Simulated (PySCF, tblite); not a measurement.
Isomers of CH13NOSi4. Computed values, GFN2-xTB/tblite, gas phase, harmonic and unscaled. This tight-binding method is rough: wavenumbers can miss measured ones by several per cent, in bad cases by 10 to 20. Modes of hydrogen on silicon can be 10 to 20 % off. One conformer each.

Electronic energies: PBE0-D3(BJ)/def2-SVP at its own geometries (PySCF, gas phase).

```json
{"SMILES": "C[Si@@H](O[SiH3])N([SiH3])[SiH3]", "electronic energy, lowest = 0 (kJ/mol)": "0.0"}
{"SMILES": "C[SiH2]O[SiH2]N([SiH3])[SiH3]", "electronic energy, lowest = 0 (kJ/mol)": "4.4"}
{"SMILES": "CN[Si@H]([SiH3])[SiH2]O[SiH3]", "electronic energy, lowest = 0 (kJ/mol)": "185.7"}
{"SMILES": "CN[Si@H]([SiH3])[SiH2][SiH2]O", "electronic energy, lowest = 0 (kJ/mol)": "251.7"}
```

Q: How do GFN2-xTB zero-point energies change the relative energies?

A: 
| SMILES | ZPE (kJ/mol) | of it from modes above 1550 cm⁻¹ | electronic (kJ/mol) | with ZPE, lowest = 0 (kJ/mol) | lowest mode (cm⁻¹) | rings |
| --- | --- | --- | --- | --- | --- | --- |
| C[Si@@H](O[SiH3])N([SiH3])[SiH3] | 334.4 | 188.6 | 0.0 | 0.0 | 5 | 0 |
| C[SiH2]O[SiH2]N([SiH3])[SiH3] | 335.4 | 188.5 | 4.4 | 5.3 | 19i | 0 |
| CN[Si@H]([SiH3])[SiH2]O[SiH3] | 341.4 | 191.9 | 185.7 | 192.7 | 7i | 0 |
| CN[Si@H]([SiH3])[SiH2][SiH2]O | 344.6 | 198.3 | 251.7 | 261.8 | 15i | 0 |

The zero-point energies span 10.2 kJ/mol, from `C[Si@@H](O[SiH3])N([SiH3])[SiH3]` to `CN[Si@H]([SiH3])[SiH2][SiH2]O`. Slightly imaginary modes are left out of the zero-point energy: `C[SiH2]O[SiH2]N([SiH3])[SiH3]` 18.9i cm⁻¹, `CN[Si@H]([SiH3])[SiH2]O[SiH3]` 7.1i cm⁻¹ and `CN[Si@H]([SiH3])[SiH2][SiH2]O` 15.0i cm⁻¹. The order is unchanged.

Q: And how do the electronic energies of GFN2-xTB itself compare?

A: `C[Si@@H](O[SiH3])N([SiH3])[SiH3]` 1.5; `C[SiH2]O[SiH2]N([SiH3])[SiH3]` 0.0; `CN[Si@H]([SiH3])[SiH2]O[SiH3]` 211.5; `CN[Si@H]([SiH3])[SiH2][SiH2]O` 417.1 kJ/mol, lowest = 0. Against the energies above, taken from the same isomer `C[Si@@H](O[SiH3])N([SiH3])[SiH3]`, the largest difference is 163.9 kJ/mol. The two levels were optimised apart and needn't hold the same conformer.
